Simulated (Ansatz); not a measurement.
Ansatz (a program for electronic structure) input (RI-MP2/cc-pV(Q+d)Z):
A basis named .json is the Basis Set Exchange file of that set.

Ansatz 0.2 input:
```yaml
crystal:
  periodic: [false, false, false]
  atoms:
    - {symbol: Si, position_ang: [-2.12505273, 0.32583223, -0.15546258]}
    - {symbol: C, position_ang: [-0.31401415, 0.14233974, 0.14033291]}
    - {symbol: N, position_ang: [0.27929611, 0.63975734, 1.20385395]}
    - {symbol: C, position_ang: [1.66224697, 0.41587831, 1.28451197]}
    - {symbol: C, position_ang: [2.07173597, -0.29850179, 0.18477272]}
    - {symbol: S, position_ang: [0.76631306, -0.69406843, -0.94356415]}
    - {symbol: H, position_ang: [-2.95009109, -0.28060925, 0.92746554]}
    - {symbol: H, position_ang: [-2.54882923, -0.32481336, -1.42717144]}
    - {symbol: H, position_ang: [-2.55291887, 1.75070236, -0.24416758]}
    - {symbol: H, position_ang: [3.06668286, -0.63843503, -0.06730712]}
basis:
  gaussian:
    orbitals: cc-pV_Q+d_Z.json
    fitting: {mean_field: def2-universal-jkfit, correlation: cc-pVQZ-RIFIT.json}
total_charge: -1
magnetization: {spin_polarized: false}
correlation: {method: mp2, electrons: outside_noble_gas}
```

End of the output:

```
integrals: 0.92 GiB planned
630 factors; integrals over basis functions are off by at most 6.1e0 eV
0.97 GiB of device memory are held for the factors and their scratch space
mean field: 2.07 GiB planned
mean field evaluation 1: about -23312.1997 eV, gradient 3.5e1 eV
mean field evaluation 2: about -23314.2834 eV, gradient 2.9e1 eV
mean field evaluation 4: about -23316.5749 eV, gradient 2.2e0 eV
mean field evaluation 8: about -23316.6063 eV, gradient 8.6e-4 eV
mean field -23316.60632406 eV, -856.8694778457 hartree, gradient 2.4e-6 eV, S^2 0.000000; 0 other end points of the search recorded, 0 dependent functions left out; unrestricted orbitals would lower it
14 core orbitals not correlated
1064 factors; their error is unknown
reference -23316.60632406 eV, -856.8694778457 hartree; 16, 16 occupied and 438, 438 virtual orbitals, 1064 factors
second order -28.87208716 eV of doubles, -0.00000000 eV of singles
Total energy: -23345.47841122 eV, -857.9305074786 hartree
```

It need not be the lowest isomer of its formula. Whether it binds its extra electron was not tested at this geometry.
